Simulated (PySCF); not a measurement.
**Telling isomers of C₉H₁₂ apart by NMR**

Calculated, not measured (PySCF): shieldings: GIAO PBE0/pcSseg-1, GFN2-xTB geometry. One conformer, fast rotation and ring inversion assumed for equivalent nuclei, isolated molecule, non-relativistic Hamiltonian.

References, each an isolated molecule treated in the same way: $^{1}$H (31.72 ppm) and $^{13}$C (186.93 ppm) vs TMS. Where no couplings were computed, multiplicities follow the n + 1 count of equivalent neighbours, and m marks all less simple cases (inequivalent or close neighbours, rings, F or P nearby). Shifts are as computed. Against solution values, carbons near 30 ppm lie about +3 ppm off and those near 130 ppm about +5 ppm. Of 1211 compounds with measured shifts, 218 miss one by over three times the rms of a fit or turn the order of signals round; such compounds aren't used in these exercises.

(1) Tabulate the signals of `C=CC(C=C)(C=C)C=C`, `CC(C)c1ccccc1` and their relative energies.

(2) What is the quickest way to tell C=CC(C=C)(C=C)C=C from CC(C)c1ccccc1?

Results:

(1) 
```json
{"SMILES": "C=CC(C=C)(C=C)C=C", "carbon types": "1×C 4×CH 4×CH2", "δC": "152.8, 122.1, 59.0", "δH": "6.08 (m, 4H), 5.52 (m, 4H), 5.41 (m, 4H)", "E rel. (kcal/mol)": "76.7"}
{"SMILES": "CC(C)c1ccccc1", "carbon types": "1×C 6×CH 2×CH3", "δC": "155.4, 134.2, 131.8, 131.6, 40.5, 27.3", "δH": "7.60 (m, 2H), 7.51 (m, 2H), 7.49 (m, 1H), 2.66 (sept, 1H), 1.28 (d, 6H)", "E rel. (kcal/mol)": "0.0"}
```

Energies are electronic energies at PBE0/pcSseg-1 on these geometries, without zero-point or thermal terms, each for the one conformer computed, which needn't be the lowest.

(2) Count the carbon signals: 3 against 6. The first has a terminal =CH2 carbon at 122.1 ppm, the second a substituted aromatic carbon (C) at 155.4 ppm. Their most deshielded carbons lie at 152.8 and 155.4 ppm. In the proton spectra the most deshielded non-exchanging signals are 6.08 (m, 4H) and 7.60 (m, 2H).
